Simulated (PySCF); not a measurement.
Electron correlation in Cu (copper, neutral)

[Ar] 3d10 4p1, 2P determinant (an excited configuration). Computed with PySCF 2.14 in dyall-av2z (16s12p7d2f, 101 functions), with the non-relativistic Hamiltonian (point nucleus). Frozen: [Ar]; 11 electrons correlated; the 33 highest virtual orbitals of each spin left out.

| level | correlation energy (mhartree) |
| --- | --- |
| CCSD | -378.74 |
| (T) | -16.41 |
| CCSD(T) | -395.15 |

Diagnostics: T1 = 0.027, D1 = 0.0917, largest double amplitude 0.024.

Task: Is a single reference adequate?

Result: Yes: T1 lies below 0.03 and no double amplitude reaches 0.07.
